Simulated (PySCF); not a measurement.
# Stationary points of [BiS3]-

All numbers come from PBE0/[Bi def2-TZVPD with ECP60, S def2-TZVPD], scalar-relativistic core potentials, density fitting, no spin–orbit coupling, PySCF.

Relaxations began from a few typed shapes. The search is not exhaustive: other isomers or separated fragments can lie lower, and high-lying points may rest on an excited occupation.

**Question.** Order these stationary points by electronic energy, lowest first, in kJ/mol from the lowest minimum.
A. singlet D3h: Bi–S 2.342 Å (×3); S–Bi–S 120.0° (×3)
B. singlet C3v: Bi–S 2.467 Å (×3); S–Bi–S 92.6° (×3)

**Answer.** A (0.0), B (170.4).

**Question.** Which of them are minima?

**Answer.** By energy in kJ/mol, 0.0: minimum; 170.4: saddle point, 2 imaginary modes.

Counting electrons, bismuth keeps none of its valence electrons outside its bonds, so the VSEPR class is AX3 and the expected shape is trigonal planar (D3h), as computed.

For the lowest minimum: the lowest empty level of this anion is unbound, so it and the gap depend on the basis. No spin–orbit coupling is included, which matters more the heavier the element.
